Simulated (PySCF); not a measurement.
# Electron correlation in I⁻ (iodine, charge -1)

[Xe], closed-shell 1S. Calculation: PySCF 2.14, in x2c-TZVPPall with one added diffuse shell each of s, p, d, f type (9s7p5d3f, 76 functions); scalar relativity by spin-free X2C-1e. Frozen: [Ar] 3d10; 26 electrons correlated.

MP2 pair energies summed by pair of shells (mhartree):

```json
{"pair": "4d-4d", "energy": "-246.06", "share (%)": "38.9"}
{"pair": "5p-5p", "energy": "-100.31", "share (%)": "15.8"}
{"pair": "4d-5p", "energy": "-93.89", "share (%)": "14.8"}
{"pair": "4p-4d", "energy": "-53.44", "share (%)": "8.4"}
{"pair": "4d-5s", "energy": "-35.89", "share (%)": "5.7"}
{"pair": "5s-5p", "energy": "-34.67", "share (%)": "5.5"}
{"pair": "4p-4p", "energy": "-23.46", "share (%)": "3.7"}
{"pair": "4s-4d", "energy": "-13.95", "share (%)": "2.2"}
{"pair": "4s-4p", "energy": "-7.68", "share (%)": "1.2"}
{"pair": "4p-5p", "energy": "-7.55", "share (%)": "1.2"}
{"pair": "4p-5s", "energy": "-6.60", "share (%)": "1.0"}
{"pair": "5s-5s", "energy": "-6.15", "share (%)": "1.0"}
{"pair": "4s-4s", "energy": "-2.05", "share (%)": "0.3"}
{"pair": "4s-5p", "energy": "-0.90", "share (%)": "0.1"}
{"pair": "4s-5s", "energy": "-0.47", "share (%)": "0.1"}
```

Total MP2 correlation energy: -633.06 mhartree.

Same-spin part -227.92 and opposite-spin part -405.14 mhartree; SCS-MP2 scales them by 1/3 and 6/5 to -562.14 mhartree.

This basis was not built for core-valence correlation, so the inner-shell part is incomplete.
